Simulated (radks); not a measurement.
Numerical settings for the manganese ion Mn2+, [Ar] 3d5. Method: Dirac Kohn-Sham, BLYP, spin-unpolarised, spherical densities, finite nucleus; open shells fill j = l - 1/2 first; Fermi nuclear charge, rms radius 3.7057 fm; computed with a radial shooting solver on a logarithmic mesh with Libxc functionals. The defaults (mesh step 0.008 in ln r, mesh end at 40 bohr or more with all orbitals vanishing there, Anderson mixing 0.5 over 9 steps, residual threshold near 1e-9 with the energy settled to 1e-9 hartree or 1e-11 of itself, here a cap of 62 iterations) give E = -1157.7438 hartree and 3d5/2 at -24.253 eV in 18 iterations. Run on one thread of a shared host, so times are rough (Arm Neoverse V2): 0.08 s of CPU time, 0.08 s wall, 18 iterations on 2189 mesh points. Changes against that run (0 stands for a change within the tolerance of the run):

\begin{tabular}{lrrrrr}
setting & iterations & converged & E (mhartree) & e(3d5/2) (meV) & CPU (s) \\ \hline
mesh step in ln r 0.12 & 4 & no & diverged & - & 0.01 \\
mesh step in ln r 0.05 & 15 & yes & +0.00527 & -0.00357 & 0.02 \\
mesh step in ln r 0.2 & 12 & no & diverged & - & 0.02 \\
mesh end (bohr) 20 & 18 & yes & 0 & 0 & 0.08 \\
mesh end (bohr) 3 & 16 & yes & +181 & +4.05e+03 & 0.07 \\
residual threshold 1e-16 & 62 & no & 0 & 0 & 0.17 \\
residual threshold 1e-05 & 12 & yes & 0 & -0.0331 & 0.07 \\
mixing 0.01 & 43 & yes & 0 & 0 & 0.17 \\
linear mixing, mixing 0.5 & 40 & no & diverged & - & 0.15 \\
linear mixing, mixing 0.8 & 13 & no & diverged & - & 0.1 \\
mixing history 3 & 24 & yes & 0 & 0 & 0.1 \\
iteration cap 2 & 2 & no & +585 & -2.55e+04 & 0.01 \\
\end{tabular}

Settings that end as converged yet miss the energy by more than 1 mhartree: mesh end (bohr) 3 (+0.181 hartree). A mesh that ends early acts as a hard wall.
